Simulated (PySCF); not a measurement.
Species: C₇H₄F₄.
Atom-mapped SMILES: `[F:1][c:2]1[cH:3][cH:4][cH:5][c:6]([C:7]([F:8])([F:9])[F:10])[cH:11]1` (hydrogens: H12 on C3; H13 on C4; H14 on C5; H15 on C11)

The same species was optimised twice, with GFN2-xTB and with PBE0-D3(BJ)/def2-SVP (PySCF), and the same property calculations (PySCF, gas phase) were run on both structures.

```json
{"coordinate": "F1–C2 (Å)", "GFN2-xTB": "1.342", "PBE0-D3(BJ)/def2-SVP": "1.329", "change": "-0.013"}
{"coordinate": "C7–F8 (Å)", "GFN2-xTB": "1.348", "PBE0-D3(BJ)/def2-SVP": "1.338", "change": "-0.010"}
{"coordinate": "C3–C4 (Å)", "GFN2-xTB": "1.384", "PBE0-D3(BJ)/def2-SVP": "1.393", "change": "+0.009"}
{"coordinate": "C4–C5 (Å)", "GFN2-xTB": "1.385", "PBE0-D3(BJ)/def2-SVP": "1.393", "change": "+0.008"}
{"coordinate": "C5–C6 (Å)", "GFN2-xTB": "1.389", "PBE0-D3(BJ)/def2-SVP": "1.395", "change": "+0.006"}
{"coordinate": "C6–C11 (Å)", "GFN2-xTB": "1.388", "PBE0-D3(BJ)/def2-SVP": "1.394", "change": "+0.006"}
{"coordinate": "C7–F10 (Å)", "GFN2-xTB": "1.341", "PBE0-D3(BJ)/def2-SVP": "1.335", "change": "-0.006"}
{"coordinate": "C2–C3 (Å)", "GFN2-xTB": "1.384", "PBE0-D3(BJ)/def2-SVP": "1.390", "change": "+0.006"}
{"coordinate": "C2–C11 (Å)", "GFN2-xTB": "1.383", "PBE0-D3(BJ)/def2-SVP": "1.388", "change": "+0.005"}
{"coordinate": "C7–F9 (Å)", "GFN2-xTB": "1.340", "PBE0-D3(BJ)/def2-SVP": "1.335", "change": "-0.005"}
{"coordinate": "C6–C7 (Å)", "GFN2-xTB": "1.504", "PBE0-D3(BJ)/def2-SVP": "1.505", "change": "+0.001"}
{"coordinate": "C6–C7–F9 (°)", "GFN2-xTB": "112.8", "PBE0-D3(BJ)/def2-SVP": "111.7", "change": "-1.1"}
{"coordinate": "F9–C7–F10 (°)", "GFN2-xTB": "106.7", "PBE0-D3(BJ)/def2-SVP": "107.8", "change": "+1.1"}
{"coordinate": "C6–C7–F10 (°)", "GFN2-xTB": "112.7", "PBE0-D3(BJ)/def2-SVP": "111.7", "change": "-1.0"}
{"coordinate": "F8–C7–F10 (°)", "GFN2-xTB": "106.1", "PBE0-D3(BJ)/def2-SVP": "107.1", "change": "+1.0"}
{"coordinate": "F8–C7–F9 (°)", "GFN2-xTB": "106.2", "PBE0-D3(BJ)/def2-SVP": "107.1", "change": "+0.9"}
{"coordinate": "C6–C7–F8 (°)", "GFN2-xTB": "111.7", "PBE0-D3(BJ)/def2-SVP": "111.2", "change": "-0.5"}
{"coordinate": "C2–C11–C6 (°)", "GFN2-xTB": "118.0", "PBE0-D3(BJ)/def2-SVP": "118.5", "change": "+0.5"}
{"coordinate": "C5–C6–C11 (°)", "GFN2-xTB": "121.0", "PBE0-D3(BJ)/def2-SVP": "120.8", "change": "-0.2"}
{"coordinate": "C5–C6–C7–F8 (°)", "GFN2-xTB": "-89", "PBE0-D3(BJ)/def2-SVP": "-87", "change": "+2"}
```

Rotational constants: A = 2133, B = 726.4, C = 598.1 MHz (GFN2-xTB) against A = 2124, B = 729.3, C = 599.4 MHz (PBE0-D3(BJ)/def2-SVP). Point groups within 0.08 Å: C1 and C1.

On the GFN2-xTB structure: HOMO (eV) -7.84 [PBE0/pcSseg-1]; LUMO (eV) -1.30 [PBE0/pcSseg-1]; dipole (D) 2.47 [PBE0/pcSseg-1]; GIAO shielding of F1 (ppm) 284.0 [PBE0/pcSseg-1]; GIAO shielding of C2 (ppm) 14.2 [PBE0/pcSseg-1]; GIAO shielding of C3 (ppm) 62.1 [PBE0/pcSseg-1]; GIAO shielding of C4 (ppm) 50.6 [PBE0/pcSseg-1]; GIAO shielding of C5 (ppm) 59.8 [PBE0/pcSseg-1]; GIAO shielding of C6 (ppm) 47.0 [PBE0/pcSseg-1]; GIAO shielding of C7 (ppm) 54.0 [PBE0/pcSseg-1]; GIAO shielding of F8/F9/F10 (mean) (ppm) 248.8 [PBE0/pcSseg-1].

**Question.** What do these properties become on the PBE0-D3(BJ)/def2-SVP structure?

**Answer.** 
```
                                    property          level  on GFN2-xTB  on PBE0-D3(BJ)/def2-SVP  change
                                   HOMO (eV)  PBE0/pcSseg-1        -7.84                    -7.76   +0.08
                                   LUMO (eV)  PBE0/pcSseg-1        -1.30                    -1.26   +0.04
                                  dipole (D)  PBE0/pcSseg-1         2.47                     2.30   -0.17
energy, GFN2-xTB geometry as zero (kcal/mol)  PBE0/pcSseg-1          0.0                     -0.1    -0.1
                  GIAO shielding of F1 (ppm)  PBE0/pcSseg-1        284.0                    285.7    +1.7
                  GIAO shielding of C2 (ppm)  PBE0/pcSseg-1         14.2                     14.2     0.0
                  GIAO shielding of C3 (ppm)  PBE0/pcSseg-1         62.1                     60.5    -1.6
                  GIAO shielding of C4 (ppm)  PBE0/pcSseg-1         50.6                     48.4    -2.2
                  GIAO shielding of C5 (ppm)  PBE0/pcSseg-1         59.8                     58.1    -1.7
                  GIAO shielding of C6 (ppm)  PBE0/pcSseg-1         47.0                     44.8    -2.2
                  GIAO shielding of C7 (ppm)  PBE0/pcSseg-1         54.0                     56.0    +2.0
    GIAO shielding of F8/F9/F10 (mean) (ppm)  PBE0/pcSseg-1        248.8                    254.2    +5.4
```

The heavy atoms differ by 0.020 Å rms after alignment. Among bonds between heavy atoms F1–C2 changes most (-0.013 Å). Changes are differences of the printed values. Neither structure is proved a minimum here.

Shape of the structure used: `[F:1][c:2]1[cH:3][cH:4][cH:5][c:6]([C:7]([F:8])([F:9])[F:10])[cH:11]1`: C5–C6–C7–F8 -87°.
